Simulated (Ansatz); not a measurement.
The cluster Pd₂Se₃. Charge 0, multiplicity 1. Geometry PBE-D4/def2-SVP; atoms count from 1.

```xyz
5

Pd   -0.320    0.986    1.529
Pd    0.879   -0.101   -1.046
Se    0.146   -1.275    1.019
Se    0.300    2.088   -0.466
Se   -1.006   -1.698   -1.036
```

In the def2 sets Pd takes a core potential; there is no spin–orbit coupling. The restricted singlet is unstable towards broken spin symmetry in Hartree–Fock (as tested in another run); at PBE0-D4/def2-TZVP this wasn't settled. No other spin state of charge 0 was run. Another isomer (singlet) lies 0.21 eV lower at PBE0-D4/def2-TZVP; other spin states weren't run for this one.

Question: Estimate the Mulliken populations from the PBE0/def2-TZVP orbitals of Ansatz.

Answer: 
```tsv
atom	charge (e)	d electrons
Pd1	0.23	9.07
Pd2	0.29	8.95
Se3	-0.08	–
Se4	-0.32	–
Se5	-0.11	–
```
Mulliken values and Mayer orders depend strongly on the basis.

Question: And the Mayer bond orders between bonded heavy atoms (over 0.3)?

Answer: Pd1–Se3 0.89 (2.36 Å); Pd1–Se4 1.03 (2.36 Å); Pd2–Se3 0.64 (2.49 Å); Pd2–Se4 1.09 (2.34 Å); Pd2–Se5 0.74 (2.47 Å); Se3–Se5 1.10 (2.39 Å).
